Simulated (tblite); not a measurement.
A tight-binding relaxation on `CC#[N+][B@@-](C)(Br)CCC`.

Computed with GFN2-xTB geometry optimisation, gas phase (tblite 0.8.0). Start geometry: from a force field or distance geometry. The command runs a driver script over a list of jobs; the input below is this job's line of settings and its coordinates in Å.

Command:
```bash
OMP_NUM_THREADS=1 python probes_run.py task.json out
```

Input:
```
{"job": {"kind": "relax", "xc": "GFN2-xTB", "basis": "xTB"}, "charge": 0, "multiplicity": 1}
C      3.143800    -0.969100     1.354300
C      2.140000    -0.363000     0.451500
N      1.369400     0.102000    -0.242500
B      0.348900     0.721600    -1.163800
C      0.644100     2.286000    -1.279000
Br     0.514700    -0.123800    -2.987000
C     -1.142200     0.488600    -0.568100
C     -1.461700    -0.987100    -0.291500
C     -2.881600    -1.153900     0.244300
H      2.637700    -1.724800     2.002700
H      3.927000    -1.454700     0.751600
H      3.580400    -0.179400     1.993300
H     -0.103400     2.760600    -1.952700
H      0.590200     2.771400    -0.291700
H      1.658800     2.456000    -1.700700
H     -1.243600     1.059200     0.396100
H     -1.874500     0.900600    -1.288700
H     -0.759500    -1.414700     0.451200
H     -1.379100    -1.577600    -1.227900
H     -2.995800    -0.593800     1.204800
H     -3.098600    -2.218700     0.434400
H     -3.625600    -0.766100    -0.492700
```

Output:
```
step      E/eV     max force
  0    -754.24073    3.347
  1    -754.17779    6.473
  2    -754.39825    0.780
  3    -754.42277    0.510
  4    -754.44003    0.595
  5    -754.45142    0.304
  6    -754.46299    0.233
  7    -754.47432    0.301
  8    -754.48339    0.304
  9    -754.48956    0.158
... (53 lines left out)
 63    -754.51476    0.017
 64    -754.51483    0.023
 65    -754.51489    0.021
 66    -754.51495    0.019
 67    -754.51499    0.017
 68    -754.51502    0.012
 69    -754.51505    0.013
 70    -754.51507    0.013
 71    -754.51509    0.013
 72    -754.51510    0.007
```

«max force» is the largest atomic force in eV/Å.

Problem. From which step on does the largest force stay under 0.1 eV/Å, and how much energy is left to gain from there?

Solution. From step 15 (0.091 eV/Å), 11.6 meV above the end.

Summary of the converged run: energy lowered by 6.3 kcal/mol over 72 steps; largest atomic force 0.007 eV/Å at the end.

Problem. Give the final coordinates.

Solution. 0.112 Å rms from the input after alignment:
```
atom  x, y, z in Å
C1     3.1035   -0.9753    1.2861
C2     2.1184   -0.3207    0.4959
N3     1.3294    0.2014   -0.1569
B4     0.3386    0.7717   -1.1020
C5     0.6809    2.3435   -1.3094
Br6    0.7345   -0.2950   -2.7931
C7    -1.1572    0.4774   -0.5247
C8    -1.4831   -0.9961   -0.2719
C9    -2.9037   -1.1847    0.2481
H10    2.6321   -1.7360    1.9089
H11    3.8310   -1.4509    0.6270
H12    3.6122   -0.2511    1.9226
H13    0.0043    2.7868   -2.0370
H14    0.5705    2.9031   -0.3816
H15    1.6951    2.5038   -1.6738
H16   -1.3016    1.0342    0.4067
H17   -1.8887    0.8716   -1.2351
H18   -0.7776   -1.4121    0.4558
H19   -1.3673   -1.5594   -1.2007
H20   -3.0403   -0.6572    1.1909
H21   -3.1169   -2.2396    0.4096
H22   -3.6247   -0.7957   -0.4677
```

Hardware: Arm Neoverse V1, one thread, no GPU, shared host. Cost: 0.67 s of wall time.
Labels such as C1 count atoms from 1, the log's own numbers from 0.
